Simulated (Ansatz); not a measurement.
Reactions of CH₄ClNOSi (`N[Si]1(Cl)CO1`).

Isolated molecules relaxed with PBE0-D4/def2-TZVP in Ansatz; ΔE leaves out vibrations. CCSD(T)/CBS is the MP2 limit (def2-TZVPP, def2-QZVPP) plus CCSD(T) − MP2 in def2-TZVPP, frozen cores. Elements past krypton have def2 core potentials. For In outer-core shells are correlated without core-valence functions, which leaves a few kJ/mol of doubt a bond. One conformer a species, not always the lowest.

(1) Order these by ΔE at CCSD(T)/CBS, lowest first. (An estimate is asked.)
A. `N[Si]1(Cl)CO1` + `C[O][In]([NH2])[F]` → `F[Si]1(Cl)CO1` + `C[O][In]([NH2])[NH2]`
B. `N[Si]1(Cl)CO1` + `CO[SiH2]F` → `CO[Si]1(Cl)CO1` + `N[SiH2]F`
C. `N[Si]1(Cl)CO1` + `CCS` → `C[Si]1(Cl)CO1` + `NCS`

Largest T1 diagnostic: 0.016, for `C[O][In]([NH2])[F]`.

## Answers

(1) A (-8.3 kJ/mol), B (+8.1 kJ/mol), C (+99.5 kJ/mol).
